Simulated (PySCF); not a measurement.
# Te⁺: excitation energy

Te⁺ [Kr] 4d10 5s2 5p3 (4S) → Te⁺ [Kr] 4d10 5s1 5p3 6s1 (6S), as a difference of total energies. All numbers are calculated (PySCF 2.14, a scalar-relativistic core potential, in aug-cc-pVTZ-PP with one added diffuse shell each of d, f type with ECP28MDF (6s5p5d3f, 67 functions)). Correlated levels: valence: 4s2 4p6 4d10 frozen. The calculations carry no spin-orbit coupling.

```csv
method,excitation energy (cm⁻¹)
UHF,124100
LDA,145960
PBE,143280
PBE0,141030
r2SCAN,140780
r2SCAN0,139100
M06,148690
BLYP,146710
BHandHLYP,142680
MP2 (valence),132360
SCS-MP2 (valence),135760
```

The promoted electron is Rydberg-like, and one or two diffuse shells describe it only roughly, which tends to raise the upper state.
